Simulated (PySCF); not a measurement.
Compound: C₃H₇FOSi.
Cartesian coordinates in Å at the GFN2-xTB level; atoms count from 1:
```
atom  x, y, z in Å
O1     2.112    0.613    1.254
Si2    1.121    0.149    0.055
C3    -0.493    1.158    0.023
C4    -1.343   -0.128    0.076
C5    -0.254   -1.138    0.474
F6    -0.313   -2.312   -0.265
H7     2.913    0.146    1.477
H8     1.831   -0.117   -1.190
H9    -0.700    1.779   -0.844
H10   -0.638    1.775    0.908
H11   -2.182   -0.082    0.769
H12   -1.724   -0.388   -0.910
H13   -0.333   -1.454    1.519
```

NICS = −σ at a ghost point: NICS(0) at the centroid of the ring atoms, NICS(1) 1 Å to either side along the normal of their mean plane, zz for the tensor component along that normal. Level: GIAO PBE0/pcSseg-1 (PySCF, non-relativistic, gas phase) on the GFN2-xTB geometry, one conformer.

Ring bond lengths (Å), with Mayer bond orders in brackets: Si2–C3 1.905 (0.93), C3–C4 1.543 (1.00), C4–C5 1.538 (0.99), C5–Si2 1.930 (0.85).

Task: Give the NICS values of each ring in ppm.

Result: 
```csv
ring,type,NICS(0),"NICS(1), two faces","NICS(1)zz, two faces",rms pucker (Å),"centre to ring atoms, mean (Å)"
Si2–C3–C4–C5,4-membered ring with Si; formal bonds all single,-1.7,-2.8 / -1.5,0.7 / 1.7,0.09,1.22
```

Task: What do they say, and how far can they be read as aromaticity?

Result: 
- Si2–C3–C4–C5: mean NICS(1)zz 1.2 ppm, near zero. Si2, C3, C4, C5 have four or more neighbours, so the value isn't read as a sign of a π ring current.

Task: Give the inner angles of the rings and the Hirshfeld charges of the ring atoms.

Result: 
- Si2–C3–C4–C5: Si2 75.7° (+0.426 e), C3 91.4° (-0.167 e), C4 99.6° (-0.082 e), C5 90.6° (-0.037 e); sum 357.3° against 360° for a flat convex ring.

The run took 18 s of wall time (grids of density and orbitals included) on Arm Neoverse V1, one thread, no GPU, shared host with 32 logical CPUs at a one-minute load of 9.8, and the process peaked at 0.70 GiB of memory. This is the whole shielding run at PBE0/pcSseg-1, SCF included.
